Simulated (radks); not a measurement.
Results of a calculation; reference values are marked as such.
All-electron atom: I4+ in [Kr] 4d10 5s2 5p1. Level of theory: non-relativistic Kohn-Sham, LB94 model potential, spin-polarised, spherical densities, point nucleus; open shells are filled with parallel spins first (spin-orbit coupling, left out, can overturn this in heavy ions); relativity is left out, which matters for an element this heavy (a radial shooting solver on a logarithmic mesh with Libxc functionals).

Unscreened Slater integrals over Kohn-Sham orbitals (eV). They are taken over the spin-up orbitals.

| integral | value |
|---|---|
| F0(5p,5p) | 12.095 |
| F2(5p,5p) | 6.5759 |
| F0(5p,5s) | 12.698 |
| G1(5p,5s) | 8.6750 |
| F0(5p,4d) | 14.975 |
| F2(5p,4d) | 4.4679 |
| G1(5p,4d) | 1.3830 |
| G3(5p,4d) | 1.3282 |
| F0(5p,4p) | 15.200 |
| F2(5p,4p) | 4.0119 |
| G0(5p,4p) | 0.82659 |
| G2(5p,4p) | 1.0726 |
| F0(5s,5s) | 13.436 |
| F0(5s,4d) | 16.370 |
| G2(5s,4d) | 1.9038 |
| F0(5s,4p) | 16.650 |
| G1(5s,4p) | 1.2829 |
| F0(4d,4d) | 27.126 |
| F2(4d,4d) | 13.772 |
| F4(4d,4d) | 9.1513 |
| F0(4d,4p) | 28.624 |
| F2(4d,4p) | 14.642 |
| G1(4d,4p) | 18.659 |
| G3(4d,4p) | 11.589 |
| F0(4p,4p) | 30.409 |
| F2(4p,4p) | 15.981 |

Derived for the open shells (J is the average intra-shell exchange parameter used in DFT+U). 5p: J = F2/5 = 1.315 eV.
